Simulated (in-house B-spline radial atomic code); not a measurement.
The numbers below are computed, except where a source is named.
**Be in an electron gas of r_s = 2.4: phase shifts, screening, friction and resistivity**

A nucleus sits in a uniform electron gas with a rigid positive background. The Kohn-Sham equations are solved self-consistently in the spin-unpolarised LDA (PW92), non-relativistic, on B-splines with outgoing waves at the boundary and partial waves to l = 8. The model has no lattice, no bands and no magnetic solution. Atomic units; δ_l are the phase shifts at the Fermi level, counted so that each bound state adds π, and good to about 0.0005.

The density parameter is r_s = 2.4 bohr, near that of the valence electrons of In (3 per atom, density 7.31 g/cm³, mass 114.82 u, which gives r_s = 2.41).

```csv
l,δ_l (rad)
0,3.5034
1,0.8472
2,0.0396
3,0.0045
4,0.0009
5,0.0001
6,0.0001
7,0.0000
8,0.0000
```

Bound levels below the band bottom (hartree): s -3.368.

**Question.** Check the Friedel sum rule, and say where the screening charge sits.

**Answer.** k_F = (9π/4)^(1/3)/r_s = 0.79965. The rule is Z = (2/π) Σ (2l + 1) δ_l. The terms are s 2.230, p 1.618, d 0.126, f 0.020 and 0.007 beyond, in all 4.001 against Z = 4. Bound states hold 2 s, 0 p, 0 d electrons, so the scattering states carry 2.00 in all.

**Question.** Find the transport cross section and the electronic stopping of a 10 keV Be ion (mass 9.01 u).

**Answer.** σ_tr = (4π/k_F²) Σ (l + 1) sin²(δ_l − δ_(l+1)). The terms for l = 0 to 3 are 0.2177, 1.0444, 0.0037, 0.0001, all together 1.2658, so σ_tr = 19.652 × 1.2658 = 24.876 bohr². With n = 3/(4π r_s³) = 0.01727, the friction coefficient is Q = n k_F σ_tr = 0.3435. For v well below v_F = 0.800, dE/dx = Q v; with 24801 eV per u at v = 1, v = √(10000/(24801 × 9.01)) = 0.2115, so dE/dx = 0.07267 hartree/bohr = 37.4 eV/nm. The largest term couples the p and d waves.

**Question.** What residual resistivity would 1 atomic per cent of such centres give in In?

**Answer.** Δρ = k_F n_i σ_tr/n in atomic units of 21.74 μΩ·cm. With one host atom per 3 electrons, n_i/n = 0.01/3, so Δρ = 0.7996 × 0.00333 × 24.876 × 21.74 = 1.44 μΩ·cm. This is an atom added to the gas, as on an interstitial site.

**Question.** On a substitutional site the background of one host ion, a sphere holding 3 charges, is taken out. The phase shifts for l = 0 to 4 become 3.0139, -0.0089, -0.1803, -0.0556, -0.0113. What follows?

**Answer.** The Friedel sum is now 1.00, for Z − 3 = 1. The sum in σ_tr is 0.1269, so σ_tr = 2.49 bohr² and Δρ = 0.14 μΩ·cm per atomic per cent, 0.10 times the value above. A real host ion scatters too, so this model doesn't give zero even for the host's own atom.
